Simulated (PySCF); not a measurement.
# One molecule, several mistakes: CClH3Si2

All numbers below are calculated, not measured. They come from PySCF 2.14.0, an open-source quantum chemistry program, on an isolated molecule that a program drew, which may never have been made. The molecule is CClH3Si2 (charge 0, singlet), drawn as the SMILES string `C=[Si]([SiH])Cl`.

Each row is a Hartree-Fock (HF) and frozen-core CCSD(T) single point in the cc-pV(D+d)Z basis, meant for a local HF minimum. Run 1 is clean. Each other run has one planted mistake out of seven kinds, and not every kind appears here: one electron removed, one electron added, multiplicity raised by two, geometry at a saddle point, minimal basis STO-3G, one bond length entered in bohr, all coordinates scaled. The reference is restricted for singlets and unrestricted otherwise, and also for a bond in bohr. Adding or removing an electron swaps singlet and doublet. Electrons count all cores. HOMO and LUMO are orbital energies over both spins, the gradient is its largest component, and the lowest frequency (negative if imaginary) is given only where the gradient is small. Bond lengths are over the 6 bonds as drawn. T1 is the CCSD diagnostic: over 0.02 (restricted) or 0.045 (unrestricted) a single reference is doubtful.

Geometry of the clean run:
```xyz
7
CClH3Si2, angstrom
C    -1.0332   -1.4584   -1.6478
Si   -0.9273    0.1225   -1.0253
Si    1.0157    1.3858   -1.4750
Cl   -2.5134    0.8452    0.0925
H    -0.2035   -1.8410   -2.2345
H    -1.8659   -2.1396   -1.5147
H     0.5526    2.6062   -0.7161
```

```
run,electrons,basis functions,<S^2>,HOMO (eV),LUMO (eV),gradient (hartree/bohr),lowest frequency (cm^-1),mean bond (Å),longest bond (Å),T1,HF (hartree),CCSD(T) (hartree),mistake
1,54,98,0.000,-8.62,-0.60,9.6e-06,122,1.6356,2.361,0.0176,-1076.93061,-1077.45198,no fault
2,54,98,2.285,-7.97,-0.71,4.3e-02,-,1.6356,2.361,0.0399,-1076.91572,-1077.40849,multiplicity raised by two
3,53,98,1.324,-14.77,-6.39,6.0e-02,-,1.6356,2.361,0.0659,-1076.67500,-1077.14078,one electron removed
4,55,98,0.906,-2.24,6.29,3.9e-02,-,1.6356,2.361,0.0275,-1076.98358,-1077.50585,one electron added
5,54,35,0.000,-5.81,4.20,4.0e-02,-,1.6356,2.361,0.0121,-1064.84430,-1065.03960,minimal basis STO-3G
6,54,98,1.715,-8.10,-0.80,4.5e-02,-,1.9426,3.913,0.0714,-1076.82828,-1077.31065,?
```

**Which mistake was planted in run 6, and what did it cost?**

The mean bond changes by a factor of 1.188 and the longest by 1.657, so the molecule wasn't scaled as a whole. A length L in bohr read as angstrom grows by (1/0.5292 - 1) L = 0.890 L. The 6 bonds together grew by 6 x 0.3070 = 1.842 Å, which gives L = 2.070 Å. That is bond Si2-Cl4, 2.071 Å in the clean geometry. So the mistake is: one bond length entered in bohr. Subtracting run 1 and multiplying by 627.51 kcal/mol a hartree, the energy moved by 64.2 kcal/mol in HF and 88.7 kcal/mol in CCSD(T).

Cautions from the logs. Run 3: T1 is over the limit, so its CCSD(T) energy is less reliable; run 6: T1 is over the limit, so its CCSD(T) energy is less reliable.
